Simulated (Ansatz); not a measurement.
`C=C[C](=C)[AlH2]` from Hartree–Fock to CCSD(T)

| atom | x (Å) | y (Å) | z (Å) |
| --- | --- | --- | --- |
| C1 | -0.390 | 1.510 | 1.313 |
| C2 | -0.052 | 1.207 | 0.060 |
| C3 | 0.126 | -0.145 | -0.460 |
| C4 | 0.472 | -0.318 | -1.747 |
| Al5 | -0.096 | -1.798 | 0.555 |
| H6 | -0.563 | 0.740 | 2.058 |
| H7 | -0.505 | 2.539 | 1.633 |
| H8 | 0.110 | 2.021 | -0.649 |
| H9 | 0.626 | 0.525 | -2.422 |
| H10 | 0.616 | -1.304 | -2.180 |
| H11 | -0.506 | -1.837 | 2.089 |
| H12 | 0.161 | -3.141 | -0.249 |

Charge 0, multiplicity 1. All single points use the PBE0-D4/def2-TZVP geometry. It is one conformer, not always the lowest. Frozen core, restricted reference, Ansatz 0.2.0. CBS rows extrapolate triple and quadruple zeta; past MP2 they add the triple-zeta difference.

```csv
basis,HF (Eh),MP2 corr.
def2-TZVPP,-397.47521,-0.72388
def2-QZVPP,-397.48921,-0.77040
```

Q: Estimate the CCSD correlation energy and the (T) correction in each basis where they were run (hartree).

A: 
```csv
basis,CCSD corr.,(T)
def2-TZVPP,-0.77054,-0.03584
CBS(def2),-0.85151,as TZ
```
